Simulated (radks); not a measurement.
The gold anion Au-, [Hg], held by a Watson sphere: a shell of charge +1.47 at radius R that stands for the Madelung well of a crystal (potential energy -1.47/R inside, -1.47/r outside, in hartree with lengths in bohr). Method: scalar-relativistic Kohn-Sham, PBEsol, spin-polarised, spherical densities, finite nucleus; Fermi nuclear charge, rms radius of each element as measured or else 0.836 A^(1/3) + 0.57 fm; computed with a radial shooting solver on a logarithmic mesh with Libxc functionals. Response by self-consistent Sternheimer equations with the Hartree and adiabatic LDA kernel, the relativistic mass of each level held fixed and spin-orbit coupling left out. The sphere does not respond.

| R (bohr) | e(5p) (eV) | e(5d) (eV) | e(6s) (eV) | <r> 6s (bohr) | sum of <r^2> (bohr^2) | X-ray form factor at sin(theta)/lambda = 0.2 1/angstrom | alpha (bohr^3) |
|---|---|---|---|---|---|---|---|
| 3.37 | -62.752 | -9.969 | -9.480 | 2.846 | 70.46 | 67.109 | 43.05 |
| 3.81 | -61.984 | -9.153 | -8.744 | 2.924 | 72.06 | 67.096 | 48.92 |
| 3.89 | -61.853 | -9.015 | -8.615 | 2.937 | 72.33 | 67.095 | 50.00 |
| 3.99 | -61.694 | -8.848 | -8.457 | 2.952 | 72.64 | 67.094 | 51.34 |
| 4.49 | -60.954 | -8.081 | -7.716 | 3.022 | 74.04 | 67.094 | 58.05 |
| 4.92 | -60.390 | -7.504 | -7.146 | 3.071 | 75.02 | 67.097 | 63.66 |
| 6.27 | -58.982 | -6.080 | -5.718 | 3.173 | 77.14 | 67.105 | 79.39 |
| 6.43 | -58.845 | -5.942 | -5.579 | 3.181 | 77.32 | 67.106 | 81.02 |
